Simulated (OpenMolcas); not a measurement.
# 2s² 2p along the 5-electron sequence

```json
{
  "Program": "OpenMolcas",
  "Method": "RASSCF",
  "Basis": "ANO-RCC-VQZP",
  "Scalar Hamiltonian": "DKH2, point nucleus",
  "Spin-orbit coupling": "state interaction with AMFI integrals over the reference wave functions, term energies averaged over their components"
}
```

Active space for each ion: 1 electron in 9 orbitals (RAS2 2p; RAS3 3s 3d, at most 1 electron).

Computed levels in cm-1 above ²P°_1/2:

| Level | N2+ | O3+ | F4+ | Ne5+ |
| --- | --- | --- | --- | --- |
| ²P°_3/2 | 175 | 388 | 751 | 1307 |
| weight of ²P° in the lowest level (%) | 100 | 100 | 100 | 100 |

Measured, with the error of the calculation in %. Measured levels: N2+ from Moore, Selected Tables of Atomic Spectra, NSRDS-NBS 3, section 5; O3+ from Moore, Selected Tables of Atomic Spectra, NSRDS-NBS 3, section 10; F4+ from Moore, Atomic Energy Levels, vol. I, NSRDS-NBS 35 (1971 reprint of NBS Circular 467, 1949); Ne5+ from NIST levels in Podobedova, Fuhr, Reader and Wiese, J. Phys. Chem. Ref. Data 33, 525 (2004).

```tsv
Level	N2+	O3+	F4+	Ne5+
²P°_3/2	174 (+0.2)	386 (+0.5)	746 (+0.6)	1310 (-0.2)
```

The fine-structure level ²P°_3/2 changes by a factor of 7.47 from N2+ to Ne5+. Its fourth root runs 3.64, 4.44, 5.23, 6.01, with steps per unit of Z of 0.80, 0.80, 0.78; equal steps would mean a (Z - σ)^4 law with constant σ.

With one active electron the reference holds no correlation, so core polarisation is missing. Computed and measured levels are paired by configuration, term and J; levels that our copy of the source lacks, or whose pairing is in doubt (as where it misses far off the trend of its configuration), stay unpaired and out of the deviations. Only configurations of the active space appear.

° marks odd parity.
